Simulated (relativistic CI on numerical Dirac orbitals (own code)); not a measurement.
**Sn XX: what numerical and physical settings do to a radial Dirac CI calculation**

Reference input:

```
atom Sn  Z=50  charge=19  electrons=31
nucleus A=120  rms_radius_fm=4.6519
hamiltonian dirac-coulomb  breit=on  qed=on  c_scale=1
orbitals kli  potential=per-configuration
slater_scale 1
correlation none
mixing on
grid step=0.0125 r_max=7.5
scf mixing=0.4 start=green max_iterations=150 tolerance=2e-08 node_fill=0.05
configurations
  [Ar] 3d10 4s2 4p
  [Ar] 3d10 4s 4p2
end
```

Computed lowest total energy -6021.03123 Ha, first excitation 88942.1 cm⁻¹, 20 SCF steps. Runs with settings changed; * marks those that are bad on purpose (the QED terms keep the true α when c is scaled):

```csv
Changed,Outcome,Lowest level,ΔE (Ha),First excitation (cm⁻¹),SCF steps,Message
start potential previous,converged,4s2.4p 2P°_1/2,-2.36e-09,88942.1,17,
"start potential bare, nuclear radius 5.1171 fm",converged,4s2.4p 2P°_1/2,0.0308,88941.7,22,
"grid step 0.008, SCF tolerance 1e-05",converged,4s2.4p 2P°_1/2,-7.76e-05,88942.1,16,
speed of light × 0.4 *,converged,4s2.4p 2P°_1/2,-1460,564463.8,22,
node fill of the KLI weights 5 *,converged,4s2.4p 2P°_1/2,0.283,89987.9,22,
```
